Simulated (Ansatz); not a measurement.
Reaction (formal exchange of groups at a C–C bond): `C[CH]1[S][GeH2]1` + SiH₄ → `[SiH3][CH]1[S][GeH2]1` + CH₄

Gas-phase electronic energies from Ansatz, PBE0-D4/def2-TZVP geometries. CCSD(T)/CBS is the MP2 limit (def2-TZVPP, def2-QZVPP) plus CCSD(T) − MP2 in def2-TZVPP, frozen cores. This one scheme is used for every species. Functionals use def2-TZVPP. B3LYP here is the variant with VWN-RPA as its local correlation; programs differ in this. For Ge outer-core shells are correlated without core-valence functions, which leaves a few kJ/mol of doubt a bond. Scalar relativity is left out up to krypton.

| level | ΔE (kJ/mol) | difference from CCSD(T)/CBS |
| --- | --- | --- |
| B3LYP-D4 | -51.1 | 2.2 |
| ωB97M-V | -52.4 | 0.9 |
| PBE | -47.6 | 5.7 |
| r2SCAN | -52.2 | 1.1 |
| PBE0 | -48.8 | 4.5 |
| SCS-MP2/def2-TZVPP | -50.6 | 2.7 |
| CCSD/def2-TZVPP | -49.3 | 4.0 |
| SCS-MP2/def2-QZVPP | -52.4 | 0.9 |
| MP2/CBS(def2) | -57.0 | -3.7 |
| CCSD/CBS(def2) | -52.4 | 0.9 |
| CCSD(T)/CBS | -53.3 | 0 |

Largest T1 diagnostic among the species: 0.012.

The D4 term adds −4.1 kJ/mol with B3LYP and −2.2 kJ/mol with PBE0; it sums over pairs of atoms, weighted by their polarisabilities, and B3LYP, whose exchange is more repulsive, gets the larger term. In def2-TZVPP, CCSD(T) changes the Hartree–Fock value by −4.2 kJ/mol (the triples alone add −0.9 kJ/mol) and MP2 by −7.9 kJ/mol.
